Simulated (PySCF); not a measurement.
C₂₄H₁₂, SMILES c1cccc2c1c1c2c2c(c3c4c(cccc4)c13)c1c2cccc1.

Geometry: B3LYP-D3(BJ)/def2-SVP.

Two levels are set side by side: PBE/def2-SVP (PySCF) and ωB97X/def2-SVP (PySCF). Same geometry, gas phase. Differences are taken from unrounded values.

| quantity | PBE |
|---|---|
| orbital gap (eV) | 2.61 |
| highest occupied level (eV) | -5.11 |
| lowest empty level (eV) | -2.51 |

Problem. These are the PBE values. What does ωB97X give? (The exact figures need the calculation; the answer reports its results.)

Solution. 
```csv
quantity,ωB97X,PBE minus ωB97X
orbital gap (eV),7.93,-5.32
highest occupied level (eV),-7.91,2.79
lowest empty level (eV),0.02,-2.53
```

Without exact exchange PBE keeps part of each electron's self-repulsion, which lifts occupied levels and narrows the gap. Differences between two approximate levels are no errors against the true value.

Rough cost on one machine, each run with all the roots and properties that it gave: ωB97X against PBE within a factor of 2.
